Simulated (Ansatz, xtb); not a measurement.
## C4H9GeOP: which of two isomers lies lower

Structure I: `C=C(C)[C](=O)[GeH2][PH2]`, a singlet. Structure II: `C=C1C[O][Ge@H]([PH2])[CH2]1`, a singlet. Both are isolated molecules in the gas phase, relaxed with B3LYP-D3(BJ)/def2-SVP; each stands in its lowest conformer found.

I (Å):

```yaml
atoms:
  - { symbol: C, position_ang: [-0.8060, -0.1229, -0.1215] }
  - { symbol: C, position_ang: [0.3953, -0.5857, 0.2630] }
  - { symbol: C, position_ang: [0.8303, -2.0173, 0.1259] }
  - { symbol: C, position_ang: [1.4062, 0.3411, 0.8610] }
  - { symbol: Ge, position_ang: [1.0850, 2.3333, 1.0431] }
  - { symbol: O, position_ang: [2.5009, -0.0629, 1.1978] }
  - { symbol: P, position_ang: [1.6232, 3.4141, -0.9719] }
  - { symbol: H, position_ang: [-1.0862, 0.9257, 0.0022] }
  - { symbol: H, position_ang: [-1.5540, -0.7816, -0.5707] }
  - { symbol: H, position_ang: [1.0958, -2.4345, 1.1104] }
  - { symbol: H, position_ang: [0.0434, -2.6366, -0.3267] }
  - { symbol: H, position_ang: [1.7421, -2.0848, -0.4886] }
  - { symbol: H, position_ang: [-0.3565, 2.7410, 1.4276] }
  - { symbol: H, position_ang: [2.0608, 2.8166, 2.1309] }
  - { symbol: H, position_ang: [2.8081, 2.6363, -1.1603] }
  - { symbol: H, position_ang: [0.8201, 2.5277, -1.7562] }
```

II (Å):

```xyz
16

C    -0.6944    2.1971    0.9649
C     0.1392    1.1505    0.9780
C     0.8468    0.6279   -0.2630
C     0.4013    0.2711    2.1726
Ge    0.3364   -1.5052    1.2918
O     0.7763   -0.7898   -0.3166
P    -1.7531   -2.5306    1.0877
H    -0.8919    2.7526    0.0435
H    -1.1968    2.5408    1.8735
H     1.9105    0.9466   -0.2424
H     0.3943    1.0536   -1.1745
H     1.4182   -2.5240    1.7156
H    -1.8383   -2.7764    2.4961
H    -2.4349   -1.2767    1.1775
H    -0.3125    0.4208    2.9927
H     1.4285    0.4045    2.5563
```

**Question.** Which of the two would you expect CCSD(T)/def2-SVP + ΔMP2/def2-TZVPP electronic energies to favour?

**Answer.** Structure II; the calculation gives E(II) − E(I) = −78.1 kJ/mol.

The same difference at several levels:

| level | geometry | E(II) − E(I) (kJ/mol) | departure from the last row (kJ/mol) | job, with rough time for the two |
| --- | --- | --- | --- | --- |
| B3LYP-D3(BJ)/def2-SVP | B3LYP-D3(BJ)/def2-SVP | −52.9 | +25.3 | optimisation, 2 min |
| HF/def2-SVP | B3LYP-D3(BJ)/def2-SVP | −61.1 | +17.0 | part of the CCSD(T) run |
| MP2/def2-SVP | B3LYP-D3(BJ)/def2-SVP | −63.9 | +14.3 | part of the CCSD(T) run |
| CCSD(T)/def2-SVP | B3LYP-D3(BJ)/def2-SVP | −55.0 | +23.2 | single point |
| CCSD(T)/def2-SVP + ΔMP2/def2-TZVPP | B3LYP-D3(BJ)/def2-SVP | −78.1 |  | single point, 3 min |

As drawn, II has 1 C–O, 1 Ge–O, 1 C–H in place of 1 C=O, 1 Ge–H. Structure I has no ring, II a 5-membered ring.

The levels shown agree on the order. The largest departure from CCSD(T)/def2-SVP + ΔMP2/def2-TZVPP is that of B3LYP-D3(BJ)/def2-SVP, 25.3 kJ/mol. Levels run at GFN2-xTB geometries aren't shown. The last row adds to CCSD(T) the change of the MP2 difference between the two basis sets, here −23.2 kJ/mol, a large step that makes the value less sure.

With thermal terms from frequencies at re-optimised GFN2-xTB minima (ideal gas, soft modes damped towards free rotors, one conformer each, 298.15 K, 1 atm): on the last row, ΔE + ΔZPE = −66.7, ΔH = −70.3, ΔG = −61.7 kJ/mol.

The correlated steps freeze 19 core orbitals; the filled d shell of Ge is correlated, in a basis made for valence electrons. Mirror images aren't counted in ΔG. Run with Ansatz 0.2.0, xtb 6.7.1; the last row on 4 threads of Arm Neoverse V1 on a shared host.
